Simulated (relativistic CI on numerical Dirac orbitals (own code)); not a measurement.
# Pr4+: resonant inelastic scattering at the M4,5 edge

Computed with this model: Dirac-Coulomb-Breit CI, orbitals from a KLI potential per configuration, model QED (radiative potential, 1s self-energy scaled to tabulated hydrogen-like ionisation energies), valence Slater integrals scaled by 0.8, Kramers-Heisenberg scattering through one core-hole configuration in a parametric crystal field; configurations [Xe] 4f → [Ar] 3d9 4s2 4p6 4d10 4f2 5s2 5p6; 300 K; core-hole width 0.9 eV; summed over polarisations. Incident energies are the highest absorption maxima for each field (at most a few, so the weaker spin-orbit partner edge can be absent), on the computed scale of the free ion. Intensities are in per cent of the strongest line above 0.02 eV; levels within 1 cm⁻¹ are merged; final levels count from the ground level, the first row holds all elastic scattering, lines under 0.4 are left out and each table stops after 24 rows. The scale of the Slater integrals is a model choice and moves the terms in proportion.

Field parameters in Wybourne normalisation; cubic f-shell fields have B⁴₄ = √(5/14) B⁴₀ and B⁶₄ = −√(7/2) B⁶₀. The field is a parameter set, without covalency.

S is read from ⟨S²⟩ = S(S + 1).

D3d, B20 = -2020, B40 = -1260, B43 = 320, B60 = -310, B63 = -850, B66 = 10 cm⁻¹:

| Final level (eV) | Degeneracy | Irrep | S | 935.5 eV | 936.5 eV | 955.5 eV |
| --- | --- | --- | --- | --- | --- | --- |
| 0.000 | 2 | Γ4 | 0.50 | 82.4 | 144.8 | 267.1 |
| 0.079 | 2 | Γ5+Γ6 | 0.50 | 27.6 | 33.6 | 100.0 |
| 0.138 | 2 | Γ4 | 0.50 | 9.5 | 11.2 | 24.6 |
| 0.358 | 2 | Γ4 | 0.50 | 8.4 | 21.4 | 8.9 |
| 0.416 | 2 | Γ5+Γ6 | 0.50 | 8.1 | 20.8 | 5.1 |
| 0.474 | 2 | Γ4 | 0.50 | 1.4 | 6.2 | 7.6 |
| 0.508 | 2 | Γ4 | 0.50 | 0.2 | 0.6 | 0.6 |

C2v, B20 = -50, B22 = -240, B40 = -110, B42 = -310, B44 = -690, B60 = -50, B62 = -150, B64 = -820, B66 = 260 cm⁻¹:

```
Final level (eV)  Degeneracy     S  935.7 eV  936.6 eV  955.5 eV
           0.000           2  0.50     104.9     227.7     373.8
           0.022           2  0.50      15.7      21.8      56.6
           0.040           2  0.50      26.3      37.0     100.0
           0.354           2  0.50      15.1      16.6       7.8
           0.383           2  0.50      11.4      13.1       6.6
           0.388           2  0.50       7.3       9.1       8.7
           0.412           2  0.50      10.5      13.0       8.0
```

Oh, B40 = 4140, B60 = 1250 cm⁻¹:

| Final level (eV) | Degeneracy | Irrep | S | 935.3 eV | 936.6 eV | 955.6 eV |
| --- | --- | --- | --- | --- | --- | --- |
| 0.000 | 2 | Γ7 | 0.50 | 48.5 | 86.5 | 140.7 |
| 0.111 | 4 | Γ8 | 0.50 | 29.8 | 36.5 | 100.0 |
| 0.360 | 2 | Γ7 | 0.50 | 3.0 | 10.8 | 1.3 |
| 0.478 | 4 | Γ8 | 0.50 | 4.3 | 17.6 | 14.5 |
| 0.588 | 2 | Γ6 | 0.50 | 0.3 | 4.7 | 6.7 |

For the first field the strongest loss at the lowest incident energy is the level at 0.08 eV (S = 0.50, against 0.50 in the thermal ground state).
